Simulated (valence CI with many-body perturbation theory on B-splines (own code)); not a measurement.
# E1 line list for Mn III

Computed by configuration interaction combined with many-body perturbation theory (CI+MBPT): five valence electrons over a frozen Dirac-Fock core [Ar], a basis of 7 s, 7 p, 8 d, 6 f, 4 g, 1 h functions for each j, with the one-electron correlation potential Σ1, the two-electron term Σ2, the three-electron term Σ3, Breit, model QED; selected CI, second order for the rest, scaled by the run's own slope (own B-spline code, finite nucleus).

Set against measurement, 66 paired levels are off by 3392 cm⁻¹ on average, the worst by 6534. These come from a selection out of Corliss and Sugar, J. Phys. Chem. Ref. Data 6, 1253 (1977). Levels without a partner in it may be off by more, other configurations by 1,000 to 8,000 cm⁻¹. Among the levels kept, up to 2300 cm⁻¹ of a level comes from second order outside the variational space, and about a tenth of that is noise between levels of different J, which matters for small intervals.

Lines 201 to 250 of 573 in falling wavelength, among levels below 17.628 eV, chosen from the strongest by gf and those to the six lowest levels. Wavelengths and rates use the calculated energies, so an error of 3000 cm⁻¹ moves a line at 208.4 nm by 6.3 % and its rate by three times that or more. Electric multipoles are in the length gauge, E1 and E2 with the static RPA response of the core. Weak lines are less certain than strong ones. Lines between different terms over intervals too small for the method are left out, as are lines whose strength nearly cancels. Where a level lies close to another of its J and parity, the split of strength between their lines is uncertain. The highest levels of a list are the least certain.

Names give the largest LS component (configuration and term), which can be under half, so a name can repeat, a term be missing and a line seem to break the LS rules; names also repeat where a configuration has a term twice. Letters in brackets count levels of one name in rising energy.

| λ vac (nm) | Upper | Lower | A (s⁻¹) | log gf | Branch % |
| --- | --- | --- | --- | --- | --- |
| 208.4 | 3d4.4p 4G°_7/2 [a] | 3d4.4s 4H_9/2 | 3.40e+07 | -0.75 | 5.9 |
| 208.3 | 3d4.4p 4F°_5/2 [b] | 3d4.4s 4F_5/2 [a] | 1.01e+08 | -0.40 | 10.5 |
| 208.1 | 3d4.4p 6P°_3/2 | 3d4.4s 6D_5/2 | 1.50e+08 | -0.41 | 10.2 |
| 208.1 | 3d4.4p 4D°_1/2 [a] | 3d4.4s 4D_3/2 [a] | 2.15e+08 | -0.55 | 23.0 |
| 207.9 | 3d4.4p 4D°_5/2 [a] | 3d4.4s 4D_5/2 [a] | 2.45e+08 | -0.02 | 26.1 |
| 207.8 | 3d4.4p 6P°_7/2 | 3d4.4s 6D_7/2 | 8.53e+07 | -0.35 | 5.8 |
| 207.8 | 3d4.4p 4F°_9/2 [c] | 3d4.4s 4G_11/2 | 3.12e+08 | 0.31 | 26.3 |
| 207.8 | 3d4.4p 4H°_13/2 [b] | 3d4.4s 4G_11/2 | 3.18e+08 | 0.46 | 53.6 |
| 207.7 | 3d4.4p 4G°_9/2 [a] | 3d4.4s 4H_11/2 | 6.99e+07 | -0.34 | 11.8 |
| 207.6 | 3d4.4p 4F°_7/2 [b] | 3d4.4s 4F_9/2 [a] | 3.62e+07 | -0.73 | 2.9 |
| 207.6 | 3d4.4p 4D°_3/2 [a] | 3d4.4s 4D_3/2 [a] | 1.67e+08 | -0.36 | 17.8 |
| 207.6 | 3d4.4p 6P°_5/2 | 3d4.4s 6D_5/2 | 1.50e+08 | -0.24 | 10.2 |
| 207.4 | 3d4.4p 4F°_9/2 [b] | 3d4.4s 4F_9/2 [a] | 3.18e+08 | 0.31 | 25.5 |
| 207.4 | 3d4.4p 6P°_3/2 | 3d4.4s 6D_3/2 | 1.84e+08 | -0.32 | 12.6 |
| 207.3 | 3d4.4p 4D°_1/2 [a] | 3d4.4s 4D_1/2 [a] | 2.01e+08 | -0.59 | 21.5 |
| 207.3 | 3d4.4p 4F°_7/2 [b] | 3d4.4s 4F_7/2 [a] | 2.60e+08 | 0.13 | 21.1 |
| 207.3 | 3d4.4p 4P°_5/2 [b] | 3d4.4s 4F_5/2 [a] | 8.63e+07 | -0.48 | 7.2 |
| 207.1 | 3d4.4p 4F°_7/2 [c] | 3d4.4s 4G_9/2 | 3.05e+08 | 0.20 | 25.7 |
| 207.1 | 3d4.4p 4F°_7/2 [b] | 3d4.4s 4F_5/2 [a] | 7.50e+07 | -0.41 | 6.1 |
| 207.0 | 3d4.4p 4P°_5/2 [b] | 3d4.4s 4P_5/2 [a] | 2.09e+08 | -0.09 | 17.3 |
| 207.0 | 3d4.4p 4F°_9/2 [b] | 3d4.4s 4F_7/2 [a] | 5.81e+07 | -0.43 | 4.7 |
| 207.0 | 3d4.4p 4D°_7/2 [a] | 3d4.4s 4D_5/2 [a] | 4.83e+07 | -0.60 | 5.2 |
| 206.9 | 3d4.4p 4P°_5/2 [c] | 3d4.4s 4D_5/2 [b] | 1.61e+08 | -0.21 | 12.3 |
| 206.9 | 3d4.4p 6P°_5/2 | 3d4.4s 6D_3/2 | 4.29e+07 | -0.78 | 2.9 |
| 206.8 | 3d4.4p 4D°_5/2 [a] | 3d4.4s 4D_3/2 [a] | 8.18e+07 | -0.50 | 8.7 |
| 206.8 | 3d4.4p 4D°_3/2 [a] | 3d4.4s 4D_1/2 [a] | 9.16e+07 | -0.63 | 9.8 |
| 206.8 | 3d4.4p 6P°_3/2 | 3d4.4s 6D_1/2 | 1.16e+08 | -0.53 | 7.9 |
| 206.5 | 3d4.4p 4P°_5/2 [c] | 3d4.4s 4D_7/2 [b] | 2.44e+08 | -0.03 | 18.6 |
| 206.5 | 3d4.4p 4F°_3/2 [b] | 3d4.4s 4F_5/2 [a] | 5.12e+07 | -0.88 | 5.6 |
| 206.5 | 3d4.4p 4F°_5/2 [c] | 3d4.4s 4G_7/2 | 3.08e+08 | 0.07 | 25.3 |
| 206.5 | 3d4.4p 4F°_3/2 [b] | 3d4.4s 4F_3/2 [a] | 1.46e+08 | -0.43 | 16.0 |
| 206.3 | 3d4.4p 2H°_9/2 [b] | 3d4.4s 2H_11/2 | 3.07e+07 | -0.71 | 4.3 |
| 206.3 | 3d4.4p 4P°_3/2 [b] | 3d4.4s 4P_3/2 [a] | 5.15e+07 | -0.88 | 4.8 |
| 206.1 | 3d4.4p 4P°_1/2 [b] | 3d4.4s 4P_3/2 [a] | 2.30e+08 | -0.53 | 24.8 |
| 206.1 | 3d4.4p 4F°_3/2 [d] | 3d4.4s 4D_1/2 [b] | 2.20e+08 | -0.25 | 31.6 |
| 206.1 | 3d4.4p 4F°_3/2 [c] | 3d4.4s 4G_5/2 | 3.12e+08 | -0.10 | 25.2 |
| 205.9 | 3d4.4p 4F°_3/2 [d] | 3d4.4s 4D_3/2 [b] | 1.38e+08 | -0.45 | 19.9 |
| 205.8 | 3d4.4p 2D°_5/2 [a] | 3d4.4s 4F_5/2 [a] | 6.80e+07 | -0.59 | 7.8 |
| 205.7 | 3d4.4p 2F°_5/2 [c] | 3d4.4s 4D_3/2 [b] | 5.23e+07 | -0.70 | 4.6 |
| 205.6 | 3d4.4p 2G°_9/2 [b] | 3d4.4s 2H_11/2 | 6.00e+07 | -0.42 | 6.6 |
| 205.6 | 3d4.4p 4P°_3/2 [c] | 3d4.4s 4D_1/2 [b] | 1.20e+08 | -0.52 | 9.4 |
| 205.5 | 3d4.4p 2D°_5/2 [a] | 3d4.4s 4P_5/2 [a] | 4.95e+07 | -0.73 | 5.7 |
| 205.4 | 3d4.4p 4P°_3/2 [c] | 3d4.4s 4D_3/2 [b] | 1.09e+08 | -0.56 | 8.6 |
| 205.3 | 3d4.4p 2G°_7/2 [b] | 3d4.4s 2H_9/2 | 8.08e+07 | -0.39 | 8.7 |
| 205.2 | 3d4.4p 4F°_5/2 [d] | 3d4.4s 4D_3/2 [b] | 3.03e+08 | 0.06 | 40.1 |
| 205.0 | 3d4.4p 4P°_3/2 [c] | 3d4.4s 4D_5/2 [b] | 1.86e+08 | -0.33 | 14.7 |
| 204.7 | 3d4.4p 2P°_3/2 [a] | 3d4.4s 4F_3/2 [a] | 5.34e+07 | -0.87 | 6.5 |
| 204.6 | 3d4.4p 4P°_1/2 [c] | 3d4.4s 4D_1/2 [b] | 2.45e+08 | -0.51 | 18.2 |
| 204.5 | 3d4.4p 4F°_5/2 [b] | 3d4.4s 4P_3/2 [a] | 3.75e+07 | -0.85 | 3.9 |
| 204.4 | 3d4.4p 4P°_1/2 [c] | 3d4.4s 4D_3/2 [b] | 1.75e+08 | -0.66 | 13.0 |

(1) How does gf follow from A for the line at 204.4 nm?

Results:

(1) gf = 1.4992 × (2J+1)_upper × A / σ², with σ = 48914 cm⁻¹ and 2J+1 = 2: gf = 0.220.
